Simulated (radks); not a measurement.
Results of a calculation; reference values are marked as such.
Question: Radial electron density D(r) = 4 pi r^2 rho(r) of an atom or ion with 65 electrons. Code: a radial shooting solver on a logarithmic mesh with Libxc functionals. Model: scalar-relativistic Kohn-Sham, BLYP, spin-polarised, spherical densities, finite nucleus; Fermi nuclear charge, rms radius of each element as measured or else 0.836 A^(1/3) + 0.57 fm.

```
   r/bohr * D(r) (the largest magnitude, 114, reaches the edge; | marks zero)
 0.001256 |  *
 0.001729 |    *
   0.0024 |       *
 0.003305 |            *
 0.004588 |                  *
 0.006319 |                          *
 0.008772 |                                  *
  0.01208 |                                        *
  0.01677 |                                        *
  0.02309 |                                     *
   0.0318 |                                    *
  0.04415 |                                            *
   0.0608 |                                                      *
   0.0844 |                                                  *
   0.1162 |                                         *
   0.1613 |                                              *
   0.2222 |                                            *
   0.3084 |                       *
   0.4248 |                      *
   0.5897 |                      *
    0.812 |           *
    1.127 |     *
    1.552 |   *
    2.155 |*
    2.968 |*
     4.12 *
    5.673 *
    7.876 *
    10.85 *
```

What is the nuclear charge?

Answer: Z = 65. The innermost maximum, from 1s, lies near gamma/Z bohr with gamma = sqrt(1 - (Z/c)^2) = 0.880, here 0.0135 bohr (found: 0.0149), and its height grows with Z. The density is that of neutral terbium in [Xe] 4f9 6s2; the configuration itself is not fixed sharply by these data, and Z only to a few units. D(r) has 4 maxima, at r = 0.0149, 0.0664, 0.185, 0.507 bohr, and minima at 0.0284, 0.121, 0.362 bohr, inside which lie 1.93, 11.11, 29.39 electrons.
